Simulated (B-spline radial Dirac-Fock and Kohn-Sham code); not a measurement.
How the settings move the core levels of Cr⁵⁺

ΔSCF core binding energies without Breit or QED terms, calculated with a B-spline atomic structure program. Keys: rel is the Hamiltonian (dirac, or spin-free x2c and nr, where L3 and M5 stand for the whole 2p and 3d shells), method is hf or an exchange,correlation pair (spin-unpolarised, also for the hole states), nuc the nuclear model, radius_factor scales its radius, rmax is the box in bohr, h the logarithmic mesh step, order the B-spline order, points the quadrature points per cell, c_factor scales the speed of light, and damp, ndamp, maxit and tol steer the iteration. The run stops when the commutator error falls below 10·tol·max(1, Z/10), or the numerical noise floor, and the energy has settled to about 1e-8 Ha; the virial ratio is −V/T.

Base input:

```json
{"items": [{"Z": 24, "q": 5, "cfg": [[1, 0, 2], [2, 0, 2], [2, 1, 6], [3, 0, 2], [3, 1, 6], [3, 2, 1]], "A": 52, "rrms": 3.6452, "do": "settings", "holes": ["K", "L3", "M5"],
  "settings": [{"rel": "dirac", "method": "hf", "nuc": "fermi", "radius_factor": 1.0, "rmax": 45.0, "h": 0.3, "order": 8, "points": 10, "c_factor": 1.0, "maxit": 60, "damp": 0.5, "ndamp": 3, "tol": 1e-08}]}]}
```

The ground state converged in 9 iterations, with total energy -1043.65440 Ha, virial ratio 1.98755 and highest orbital energy -90.60 eV. ΔSCF binding energies: K (1s) 6100.4 eV, L3 (2p3/2) 681.1 eV. Holes are computed only in closed shells, and unreliable hole states are left out.

Changes from the base run:

```
                              changed setting  Δ total energy (Ha)  Δ K (eV)  Δ L3 (eV)  iterations
nuc = "gauss"; radius_factor = 1.2; order = 5                    ?         ?          ?           ?
                                   damp = 0.0              0.00000      0.00       0.00           8
                                  rel = "x2c"             +0.13645     -2.55      +2.78           9
                                 tol = 0.0001              0.00000      0.00       0.00           8
                                  rmax = 25.0              0.00000      0.00       0.00           9
            h = 0.22; order = 5; tol = 0.0001             +0.00001      0.00       0.00           8
                               c_factor = 2.0             +4.88264    -35.00      +1.20           9
```

Question: What does the change nuc = "gauss"; radius_factor = 1.2; order = 5 do?

Answer: The total energy moves by +0.00136 Ha and the binding energies by K -0.01 eV, L3 0.00 eV; the run takes 9 iterations.
